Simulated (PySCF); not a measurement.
# Reading the logs of faulty runs: AlGeH3N2

These are calculations, not measurements. They come from PySCF 2.14.0, an open-source quantum chemistry program, on an isolated molecule that a program drew, which may never have been made. The molecule is AlGeH3N2 (charge 0, singlet), drawn as the SMILES string `[NH]=[GeH][NH][Al]`.

Each row is a Hartree-Fock (HF) and frozen-core CCSD(T) single point in the cc-pV(D+d)Z basis, meant for a local HF minimum. Run 1 is clean. Each other run has one planted mistake out of seven kinds, and not every kind appears here: one electron removed, one electron added, multiplicity raised by two, geometry at a saddle point, minimal basis STO-3G, one bond length entered in bohr, all coordinates scaled. The reference is restricted for singlets and unrestricted otherwise, and also for a bond in bohr. Adding or removing an electron swaps singlet and doublet. Electrons count all cores. HOMO and LUMO are orbital energies over both spins, the gradient is its largest component, and the lowest frequency (negative if imaginary) is given only where the gradient is small. Bond lengths are over the 6 bonds as drawn. T1 is the CCSD diagnostic: over 0.02 (restricted) or 0.045 (unrestricted) a single reference is doubtful. Germanium has the cc-pVDZ-PP basis, with a core potential (ECP10MDF) in place of its 10 inner electrons, and its 3s, 3p and 3d shells are frozen in CCSD(T).

Geometry of the clean run:
```xyz
7
AlGeH3N2, angstrom
N    -0.4867   -0.5619   -0.7586
Ge    0.9507    0.2654   -0.4849
N     1.4520    1.3161    0.9070
Al    0.5905    1.8171    2.4378
H    -1.1807   -0.4568   -0.0325
H     2.0702    0.1824   -1.5090
H     2.3897    1.6707    0.7705
```

```
run,electrons,basis functions,<S^2>,HOMO (eV),LUMO (eV),gradient (hartree/bohr),lowest frequency (cm^-1),mean bond (Å),longest bond (Å),T1,HF (hartree),CCSD(T) (hartree),mistake
1,62,89,0.000,-8.59,1.00,4.0e-05,95,1.4772,1.827,0.0212,-645.91596,-646.44820,no fault
2,63,89,0.779,-0.02,6.18,3.7e-02,-,1.4772,1.827,0.0231,-645.89750,-646.43673,one electron added
3,61,89,0.836,-12.54,-7.06,5.1e-02,-,1.4772,1.827,0.0434,-645.62960,-646.13532,one electron removed
4,62,89,2.005,-6.61,-0.35,9.8e-03,-,1.4772,1.827,0.0244,-645.85042,-646.35492,?
```

**Which mistake was planted in run 4, and what did it cost?**

Electrons, basis and geometry are unchanged, and <S^2> is 2.005, beside S(S+1) = 2.00 for a multiplicity of 3. So the mistake is: multiplicity raised by two. Subtracting run 1 and multiplying by 627.51 kcal/mol a hartree, the energy moved by 41.1 kcal/mol in HF and 58.5 kcal/mol in CCSD(T).

Cautions from the logs. Run 1: T1 is over the limit, so its CCSD(T) energy is less reliable; run 2: the added electron raises the CCSD(T) energy, so it isn't bound in this basis.
